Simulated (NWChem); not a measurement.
System meant: CH2N, doublet; SMILES [N]=C

Input file for NWChem:

```
start job
memory heap 200 mb stack 900 mb global 1100 mb
geometry units angstroms noautoz
  C      0.000000     0.000000     0.501291
  N      0.000000     0.000000    -0.749409
  H      0.000000    -0.947957     1.098623
  H      0.000000     0.947957     1.098623
end
basis spherical
  * library def2-svp
end
dft
  odft
  mult 3
  xc pbe0
  iterations 150
  mulliken
end
task dft energy
```

End of the output:

```
 Summary of "ao basis" -> "" (spherical)
 ------------------------------------------------------------------------------
       Tag                 Description            Shells   Functions and Types
 ---------------- ------------------------------  ------  ---------------------
 *                          def2-svp                  on all atoms

                                 NWChem DFT Module
                                 -----------------

 Summary of "ao basis" -> "ao basis" (spherical)
 ------------------------------------------------------------------------------
       Tag                 Description            Shells   Functions and Types
 ---------------- ------------------------------  ------  ---------------------
 C                          def2-svp                 6       14   3s2p1d
 N                          def2-svp                 6       14   3s2p1d
 H                          def2-svp                 3        5   2s1p

 Summary of "ao basis" -> "ao basis" (spherical)
 ------------------------------------------------------------------------------
       Tag                 Description            Shells   Functions and Types
 ---------------- ------------------------------  ------  ---------------------
 C                          def2-svp                 6       14   3s2p1d
 N                          def2-svp                 6       14   3s2p1d
 H                          def2-svp                 3        5   2s1p

      Symmetry analysis of basis
      --------------------------

        a1         18
        a2          3
        b1          7
        b2         10

  number of electrons :                   15
  multiplicity        :                    3
 ------------------------------------------------------------------------
  no. of electrons and multiplicity not compatible                  15
 ------------------------------------------------------------------------
 ------------------------------------------------------------------------
  current input line :
    19: task dft energy
 ------------------------------------------------------------------------
 ------------------------------------------------------------------------
 There is an error in the input file
 ------------------------------------------------------------------------
 For more information see the NWChem manual at https://nwchemgit.github.io

0: no. of electrons and multiplicity not compatible:Received an Error in Communication
```

Question: Find the fault in this run and fix the input.

Answer: The input was rejected before any calculation. Cause: the multiplicity doesn't fit the number of electrons (an even count wants an odd multiplicity, and the reverse). This input runs:
```
start job
memory heap 200 mb stack 900 mb global 1100 mb
geometry units angstroms noautoz
  C      0.000000     0.000000     0.501291
  N      0.000000     0.000000    -0.749409
  H      0.000000    -0.947957     1.098623
  H      0.000000     0.947957     1.098623
end
basis spherical
  * library def2-svp
end
dft
  odft
  mult 2
  xc pbe0
  iterations 150
  mulliken
end
task dft energy
```
It converges to -93.79473 Ha (PBE0/def2-SVP, spin-unrestricted).
